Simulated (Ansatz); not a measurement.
C3H7BO2 (`COC1(O)BC1`), relaxed with RKS PBE0-D4/def2-TZVP in Ansatz 0.2.0 from a PBE-D4/def2-SVP geometry. The force threshold is 0.005 eV/Å; the program also tests the step.

Charge 0, multiplicity 1.

Start:

```xyz
13

C    -0.735   -1.714    0.461
O     0.376   -0.822    0.404
C     0.129    0.340   -0.373
O    -0.225    0.126   -1.693
B    -0.329    1.442    0.612
C     1.105    1.451    0.034
H    -1.601   -1.258    0.992
H    -0.401   -2.614    1.010
H    -1.067   -2.003   -0.559
H     0.577   -0.199   -2.155
H    -1.094    1.823    1.463
H     1.231    2.165   -0.804
H     2.033    1.262    0.607
```

Problem. By how much does the energy fall, and how many steps does the optimiser take? (Estimate.)

Solution. Computed: 7.16 kJ/mol, in 12 steps.

Problem. Which bonds change most? (An estimate is asked.)

Solution. The calculation gave: O2–C3 from 1.419 to 1.391 Å; B5–H11 from 1.206 to 1.184 Å; C6–H12 from 1.108 to 1.089 Å; C6–H13 from 1.106 to 1.087 Å.

Problem. Give the relaxed structure. (Best estimate.)

Solution. The calculation gave: 
```xyz
13

C    -0.702   -1.735    0.460
O     0.421   -0.886    0.318
C     0.131    0.308   -0.334
O    -0.267    0.181   -1.652
B    -0.345    1.452    0.582
C     1.092    1.421    0.043
H    -1.500   -1.240    1.023
H    -0.364   -2.617    1.004
H    -1.095   -2.036   -0.515
H     0.502   -0.091   -2.168
H    -1.132    1.928    1.327
H     1.316    2.100   -0.777
H     1.942    1.214    0.690
```
